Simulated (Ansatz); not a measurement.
C₆H₈, singlet, geometry from GFN2-xTB; R2SCAN/def2-TZVPP (Ansatz, an electronic-structure program).

The Ansatz input:
Ansatz 0.2 input:
```yaml
crystal:
  periodic: [false, false, false]
  atoms:
    - {symbol: C, position_ang: [2.81464024, 1.11267021, 0.56739736]}
    - {symbol: C, position_ang: [1.91051392, 0.41350248, 0.21332851]}
    - {symbol: C, position_ang: [0.79423847, -0.41236451, -0.19639618]}
    - {symbol: C, position_ang: [-0.53191915, 0.12908371, 0.36366149]}
    - {symbol: C, position_ang: [-1.67521622, -0.74219054, -0.04599144]}
    - {symbol: C, position_ang: [-2.69258471, -0.34254677, -0.78495471]}
    - {symbol: H, position_ang: [3.61653669, 1.71703201, 0.87014657]}
    - {symbol: H, position_ang: [0.74717080, -0.43509839, -1.28924355]}
    - {symbol: H, position_ang: [0.95664119, -1.43418603, 0.15980587]}
    - {symbol: H, position_ang: [-0.68806516, 1.14897471, 0.00711220]}
    - {symbol: H, position_ang: [-0.46560636, 0.15585803, 1.45535324]}
    - {symbol: H, position_ang: [-1.62006124, -1.76835463, 0.29644479]}
    - {symbol: H, position_ang: [-2.77009154, 0.67245797, -1.13987062]}
    - {symbol: H, position_ang: [-3.49455969, -1.00561132, -1.06201858]}
basis:
  gaussian:
    orbitals: def2-TZVPP
hamiltonian:
  xc: r2scan
```

It wrote (shortened):

```
Functional definition: r2SCAN
1552 factors; their error is unknown
mean field evaluation 1: about -6333.7531 eV, gradient 7.7e1 eV
mean field evaluation 2: about -6326.5958 eV, gradient 9.2e1 eV
mean field evaluation 4: about -6347.9711 eV, gradient 1.2e1 eV
mean field evaluation 8: about -6348.3056 eV, gradient 8.1e-2 eV
mean field evaluation 16: about -6348.2721 eV, gradient 3.3e-4 eV
mean field -6348.27208814 eV, -233.2946962257 hartree, gradient 3.1e-5 eV, S^2 0.000000; 0 other end points of the search recorded, 0 dependent functions left out
reference -6348.27210155 eV, -233.2946967188 hartree; 22, 22 occupied and 276, 276 virtual orbitals, 1552 factors
Total energy: -6348.27210155 eV, -233.2946967188 hartree
```
